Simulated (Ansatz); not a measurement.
Cartesian coordinates in Å:
```
B -0.4433 0.3854 1.0496
C -0.0841 0.2428 -0.4310
N -0.6900 -0.2261 -1.5129
B 1.1345 -0.2593 0.8294
O 1.2825 0.2415 -0.4780
H 0.1166 1.3834 1.4685
H -1.4584 0.0079 1.5521
H -1.6919 -0.2800 -1.5308
H -0.1624 -0.5921 -2.2884
H 1.9965 -0.9034 1.3415
```

Charge 0, multiplicity 1. The bonds changed during the relaxation, so this is another structure than the one it started from.

Question: List the r2SCAN/def2-TZVPP orbital energies in eV (Ansatz 0.2.0). (Estimate.)

Answer: The calculation gave: Occupied: -517.03, -386.85, -276.19, -181.34, -178.38, -29.04, -24.92, -17.24, -15.70, -14.50, -13.13, -11.80, -10.37, -10.15, -8.57, -8.33, -7.66, -5.92. Lowest empty: -1.09, -0.77, 0.70, 1.86, 2.19, 2.69, 2.80, 3.33.
